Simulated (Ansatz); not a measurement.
Coupled-cluster diagnostics for the cluster Si₂S₂ (the lowest singlet isomer of a short search), Ansatz.

Geometry of the singlet (PBE0-D4/def2-TZVP):

Cartesian coordinates in Å:
```
Si 0.126 -1.276 -0.604
Si -0.055 1.404 0.190
S 1.538 -0.040 0.484
S -1.609 -0.088 -0.070
```

Correlated methods freeze 20 core orbitals. The structure comes from a short search, and lower isomers may exist.

Geometry of the charge 0 triplet (PBE0-D4/def2-TZVP):

```xyz
4

Si    0.506   -1.314    0.125
Si   -0.510    1.313   -0.132
S    -1.287   -0.415    0.856
S     1.291    0.416   -0.850
```

Geometry of the charge 0 quintet (PBE0-D4/def2-TZVP):

```xyz
4

Si   -1.1593    0.3562    0.3317
Si    1.2552   -0.0562   -0.0453
S    -0.0397    1.0474   -1.4005
S    -0.0562   -1.3475    1.1141
```

Q: Estimate the CCSD(T) correlation energy, the shares of MP2 and (T), T1 and the reference's ⟨S²⟩ for: charge 0, singlet, own geometry in def2-TZVPP; charge 0, triplet, own geometry in def2-TZVPP; charge 0, quintet, own geometry in def2-TZVPP; charge 1, doublet, vertical in def2-TZVPP; and the rough time on 4 threads of Arm Neoverse V2 on a shared host.

A: 
| state | basis | correlation (eV) | MP2 share (%) | (T) share (%) | T1 | ⟨S²⟩ (pure) | wall time | remarks |
| --- | --- | --- | --- | --- | --- | --- | --- | --- |
| charge 0, singlet, own geometry | def2-TZVPP | -16.603 | 87.8 | 6.0 | 0.020 | 0.00 (0.00) | 8.5 s | large T1, restricted SCF unstable |
| charge 0, triplet, own geometry | def2-TZVPP | -16.268 | 86.1 | 6.6 | 0.058 | 2.02 (2.00) | 16 s | large T1 |
| charge 0, quintet, own geometry | def2-TZVPP | -15.250 | 87.1 | 6.0 | 0.025 | 6.03 (6.00) | 9.5 s | – |
| charge 1, doublet, vertical | def2-TZVPP | -15.953 | 87.4 | 6.5 | 0.027 | 0.85 (0.75) | 32 s | – |
Customary marks for T1 are 0.02 (closed shells), 0.045 (open shells) and about 0.05 (3d metals). T1 exceeds 0.02 in 4 of 4 rows and 0.045 in 1; the higher it lies, the less the single-reference result can be trusted.
